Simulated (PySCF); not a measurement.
Bonds (- single, = double, # triple, : aromatic): B1-O2 1.628 Å, O2-C3 1.453 Å, C3-C4 1.528 Å, C4-C5 1.523 Å, C5-F6 1.335 Å, C5-O2 1.433 Å. B1 carries H7, H8, H9; C3 carries H10, H11; C4 carries H12, H13; C5 carries H14. Formal charges: B1 -1, O2 +1. Stereochemistry as in [BH3-][O+]1CC[C@@H]1F. H10, H12 are cis to F6 on the ring; H11, H13 are trans to F6 on the ring.

Geometry: PBE0-D3(BJ)/def2-SVP; GIAO shifts from PySCF 2.14.0 with density-fitted response routines, gas phase, non-relativistic, averaged over equivalent atoms.

At KT3/pcSseg-1 (142 basis functions, 27 s wall time on 1 thread of an Arm Neoverse N1, shared host):
```
   atoms  δ (ppm)
      B1     -0.1
      O2    102.2
      C5    117.8
      C3     73.6
      C4     29.1
      F6   -124.9
     H14     5.60
     H10     4.57
     H11     4.23
H7/H8/H9     3.10
     H13     2.49
     H12     2.43
```

Scale: ¹¹B (100.51 ppm) against BF3·OEt2; ¹⁷O (329.03 ppm) vs H2O; ¹³C (182.31 ppm) and ¹H (31.32 ppm) against TMS; ¹⁹F (149.45 ppm) vs CFCl3 (reference shieldings calculated alike).

**Question.** What do these become at PBE0/aug-cc-pVDZ?

**Answer.** 
| atoms | δ at PBE0/aug-cc-pVDZ | change |
| --- | --- | --- |
| B1 | 0.4 | +0.5 |
| O2 | 82.9 | -19.3 |
| C5 | 114.1 | -3.7 |
| C3 | 70.4 | -3.2 |
| C4 | 26.6 | -2.5 |
| F6 | -116.2 | +8.7 |
| H14 | 5.83 | +0.23 |
| H10 | 4.60 | +0.03 |
| H11 | 4.39 | +0.16 |
| H7/H8/H9 | 3.21 | +0.11 |
| H13 | 2.65 | +0.16 |
| H12 | 2.51 | +0.08 |

Shifts are taken against calculated references (same method and geometry level): ¹¹B (110.17 ppm) vs BF3·OEt2; ¹⁷O (335.91 ppm) vs H2O; ¹³C (195.12 ppm) and ¹H (31.39 ppm) vs TMS; ¹⁹F (194.15 ppm) against CFCl3.

The largest change is at O2 (donor oxygen of a Lewis adduct). Cost: 210 basis functions, 40 s wall time on 1 thread of an Arm Neoverse N1, shared host. The order of the carbon signals is the same at both levels.

Unscaled 19F shifts against computed CFCl3 carry errors that often reach 10 to 50 ppm. Experimental scales use liquid or dissolved standards, which lie at an offset from isolated H2O (liquid H2O: subtract about 36 ppm).
